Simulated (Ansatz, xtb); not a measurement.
## Relaxing a trial structure of GeH6Sn2

The starting geometry of this gas-phase singlet was built from a drawn formula by distance geometry and a force field; its bonds are those of `[GeH2]1[SnH2][SnH2]1`.

```xyz
9

Ge    0.2126    0.7077    1.0893
Sn   -0.3257    2.8872   -0.2314
Sn   -1.1492    0.3518   -1.1235
H     1.7118    0.2709    0.9278
H    -0.6073    0.5009    2.2963
H     1.0125    3.5623   -1.0809
H    -1.6247    3.7779    0.5380
H    -2.8133   -0.0708   -0.8205
H    -0.1942   -0.2579   -2.4507
```

Question: Where would you expect an optimisation with r2SCAN-D4/def2-SVP to take it?

Answer: It keeps its bonds, and is `[GeH2]1[SnH2][SnH2]1`.

The energy falls by 0.32 eV over 5 steps:

| step | E − E(last) (eV) |
| --- | --- |
| 1 | 0.318 |
| 2 | 0.048 |
| 3 | 0.004 |
| 4 | 0.000 |
| 5 | 0.000 |

Final geometry (Å):

```xyz
9

Ge    0.2484    0.6795    1.0785
Sn   -0.3683    2.8821   -0.2389
Sn   -1.1460    0.3552   -1.1388
H     1.7133    0.2142    1.1279
H    -0.4568    0.4090    2.4181
H     0.8902    3.7245   -1.0408
H    -1.5010    3.9669    0.4504
H    -2.7760   -0.1562   -1.0091
H    -0.3813   -0.3450   -2.5027
```

From the same start GFN2-xTB ends elsewhere, differing in Sn2–Sn3 (3.61 against 2.79 Å here).

No frequencies were run, so the end isn't proven a minimum. Atoms past krypton carry core potentials, without spin–orbit terms. Run with Ansatz 0.2.0, 7.8 s on 2 threads of Intel(R) Xeon(R) 6975P-C (Granite Rapids), with other jobs on the host.
